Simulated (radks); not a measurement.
The numbers below are computed, except where a source is named.
K12+, 7 electrons, occupied as 1s1 2s2 2p4 (not the ground configuration).

Level of theory: scalar-relativistic Kohn-Sham, r2SCAN, spin-polarised, spherical densities, finite nucleus; open shells are filled with parallel spins first; meta-GGA in the generalised Kohn-Sham scheme; Fermi nuclear charge, rms radius 3.4349 fm (a radial shooting solver on a logarithmic mesh with Libxc functionals).

Energy parts (hartree):
total: -387.17783
kinetic: 389.65032
electron-nucleus: -838.45502
Hartree: 80.20416
exchange-correlation: -18.57729

Orbitals (lengths in bohr, moments of r in powers of bohr; <r^-3> diverges for s and p1/2):
| orbital | occ. | eigenvalue (hartree) | <r^-3> |
|---|---|---|---|
| 1s up | 1 | -154.6816 | - |
| 2s up | 1 | -28.17303 | - |
| 2s down | 1 | -27.44626 | - |
| 2p up | 3 | -26.12487 | 211.8 |
| 2p down | 1 | -25.21768 | 196.5 |

The highest occupied level is 2p down at -686.21 eV. The spin density at the nucleus is 2475 e/bohr^3 (1s 2470, 2s 5). Spin moment in Bohr magnetons: 3. The electron density at the nucleus is 2957 e/bohr^3 (large components only). The density falls to 0.001 e/bohr^3 at r = 1.09 bohr.

Empty levels of this run are not shown, since the potential may be unsettled where no density lies.
